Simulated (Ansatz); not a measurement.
Reaction (SMILES): O[Si](O)(O)O [silicic acid] -> [O][Si](O)(O)O + H atom (the H-O bond at the site shown breaks; other sites are not compared here)
Each molecule is optimised on its own at B3LYP-D3(BJ)/def2-TZVP (Ansatz, a program for electronic structure), one conformer each, not searched for the lowest. Frequencies are from Ansatz.
Geometry of the first species:
SMILES: [Si](O)(O)(O)O
```xyz
9

Si     0.0000     0.0000     0.0000
O      1.0070    -0.0221    -1.2898
O     -1.4696     0.1493    -0.7044
O      0.1298    -1.3336     0.9396
O      0.3327     1.2064     1.0545
H      1.9177    -0.2768    -1.1241
H     -2.2079     0.3566    -0.1267
H     -0.1937    -2.1579     0.5689
H      0.4839     2.0782     0.6818
```

Quantity: bond dissociation energy (0 K, with B3LYP-D3(BJ) harmonic zero-point energies), in kJ/mol. Correlated levels leave the core frozen unless marked. UHF or UKS for open shells. No spin-orbit coupling. No relativistic terms. CBS(X,Y): correlation extrapolated as X^-3; Hartree-Fock from the larger set. The bracket is a focal-point correction in the basis named.

RI-MP2/CBS(cc-pV(T+d)Z,cc-pV(Q+d)Z)+[CCSD(T)-MP2]/cc-pV(T+d)Z (Ansatz) gives 507.7 kJ/mol.

Q: Another calculation gave 482.3 kJ/mol. Which level was it?
A) SVWN5/def2-TZVPD (Ansatz)
B) LC-wPBE/def2-TZVPD (Ansatz)
C) BHLYP/def2-TZVPD (Ansatz)

A: B, LC-wPBE/def2-TZVPD (Ansatz). The others give 466.2 (BHLYP), 539.6 (SVWN5) kJ/mol.
